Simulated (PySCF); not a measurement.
C2H7FSi2. Atoms are numbered in the order given.

```xyz
12

F     -1.8281     1.1755    -0.1952
C     -1.8106     0.4392     0.9278
C     -0.9863    -0.5971     1.0720
Si     0.2420    -1.1283    -0.2489
Si     1.8783     0.5383    -0.5254
H     -2.5378     0.8049     1.6605
H     -1.0421    -1.1267     2.0280
H      0.8797    -2.4034     0.1929
H     -0.4495    -1.3734    -1.5487
H      2.5940     0.7629     0.7665
H      2.8798     0.1478    -1.5629
H      1.2266     1.8155    -0.9383
```

The structure is a stationary point at B3LYP-D3(BJ)/def2-SVP. The structure was generated by enumeration; whether it is a known compound was not checked. The values are those of a single conformer.

Level of theory: PBE/def2-TZVP in PySCF.

Atomic charges (e):

```json
[
 {"atom": "F1", "Mulliken": "(withheld)", "meta-Löwdin": "-0.24"},
 {"atom": "C2", "Mulliken": "0.07", "meta-Löwdin": "0.17"},
 {"atom": "C3", "Mulliken": "(withheld)", "meta-Löwdin": "-0.40"},
 {"atom": "Si4", "Mulliken": "0.14", "meta-Löwdin": "0.34"},
 {"atom": "Si5", "Mulliken": "0.03", "meta-Löwdin": "0.17"},
 {"atom": "H6", "Mulliken": "(withheld)", "meta-Löwdin": "0.13"},
 {"atom": "H7", "Mulliken": "0.13", "meta-Löwdin": "0.15"},
 {"atom": "H8", "Mulliken": "-0.02", "meta-Löwdin": "-0.07"},
 {"atom": "H9", "Mulliken": "-0.01", "meta-Löwdin": "-0.06"},
 {"atom": "H10", "Mulliken": "(withheld)", "meta-Löwdin": "-0.06"},
 {"atom": "H11", "Mulliken": "(withheld)", "meta-Löwdin": "-0.06"},
 {"atom": "H12", "Mulliken": "(withheld)", "meta-Löwdin": "-0.06"}
]
```

Q: Some entries are withheld; supply them. (Estimate from the structure and the level; the computed values follow.)

A: 
- F1, Mulliken: -0.15
- C3, Mulliken: -0.26
- H6, Mulliken: 0.12
- H10, Mulliken: -0.02
- H11, Mulliken: -0.02
- H12, Mulliken: -0.01

Computed Mayer and Wiberg (Löwdin basis) orders of the bonds:
| bond | Mayer | Wiberg |
|---|---|---|
| F1–C2 | 1.09 | 1.76 |
| C2–C3 | 1.85 | 2.13 |
| C3–Si4 | 0.97 | 1.14 |
| Si4–Si5 | 0.96 | 1.15 |
| C2–H6 | 0.97 | 0.87 |
| C3–H7 | 0.91 | 0.82 |
| Si4–H8 | 0.93 | 0.91 |
| Si4–H9 | 0.93 | 0.91 |
| Si5–H10 | 0.94 | 0.96 |
| Si5–H11 | 0.94 | 0.96 |
| Si5–H12 | 0.94 | 0.96 |
